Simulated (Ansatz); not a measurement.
Species: CH₃BN₂, SMILES `BN=C=N` (charge 0, multiplicity 1).

Q: Give a relaxed geometry from r2SCAN-D4/def2-TZVP run with Ansatz (a program for electronic structure).

A: the end point of this relaxation (outside a Z-matrix the atoms follow the SMILES, hydrogens last).
Bond lengths (Å): B1–N2 1.388, B1–H5 1.196, B1–H6 1.195, N2–C3 1.200, C3–N4 1.225, N4–H7 1.013. Bond angles (°): N2–B1–H5 119.1, N2–B1–H6 118.9, H5–B1–H6 122.0, B1–N2–C3 175.2, N2–C3–N4 171.5, C3–N4–H7 118.6.
